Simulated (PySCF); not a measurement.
## UHF on Ba⁵¹⁺ (barium, charge +51)

Configuration: [He] 2s2 2p1, 2P determinant. Computed with PySCF 2.14 in an uncontracted even-tempered set (17 s from 26 bohr⁻², ratio 2.2; 10 p from 33 bohr⁻², ratio 2.2; 5 d from 130 bohr⁻², ratio 2.4; 5 f from 190 bohr⁻², ratio 2.4; 4 g from 280 bohr⁻², ratio 2.4), with no relativity, point nucleus.

```
Total energy                                                  : -4182.986972 hartree
One-electron energy                                           : -4310.2689 hartree
Hartree (Coulomb) energy                                      : 180.2277 hartree
Exchange energy                                               : -52.9458 hartree
Kinetic energy                                                : 4182.99255 hartree
⟨S²⟩                                                          : 0.7500
⟨L²⟩                                                          : 2.000
Sum of ⟨r⟩                                                    : 0.3686 bohr
Sum of ⟨r²⟩                                                   : 0.04101 bohr²
Traceless quadrupole moment −½Σ⟨3z² − r²⟩ along its main axis : -0.00417 e·bohr²
Density at the nucleus (Gaussians lack the cusp)              : 122000 bohr⁻³
Spin density at the nucleus                                   : -0.403 bohr⁻³
```

| shell | electrons | mean orbital energy (hartree) | rms radius, mean of both spins (bohr) |
| --- | --- | --- | --- |
| 1s α | 1 | -1499.37280 | 0.0312 |
| 1s β | 1 | -1498.49708 | 0.0312 |
| 2s α | 1 | -354.63125 | 0.120 |
| 2s β | 1 | -353.01532 | 0.120 |
| 2p α | 1 | -350.18857 | 0.102 |

A non-relativistic calculation at this Z misses sizeable relativistic shifts. Spin-orbit coupling, absent here, splits the open shell strongly.

Spin-orbit constants ζ (cm⁻¹) from the X2C one-electron operator on these orbitals (non-relativistic here): bare nucleus, nucleus screened by l(l+1)(2l+1)/3 electrons, and screened by the Breit-Pauli mean field of the electrons.

| shell | bare | screened nucleus | mean field |
| --- | --- | --- | --- |
| 2p | 1890000 | 1823000 | 1803000 |

To first order the Landé constant is A = 1803000 cm⁻¹, so the lowest level has J = 1/2 and lies 224 eV below the centre of the term. First order in ζ underestimates the shift of the j = l − 1/2 level at high Z.
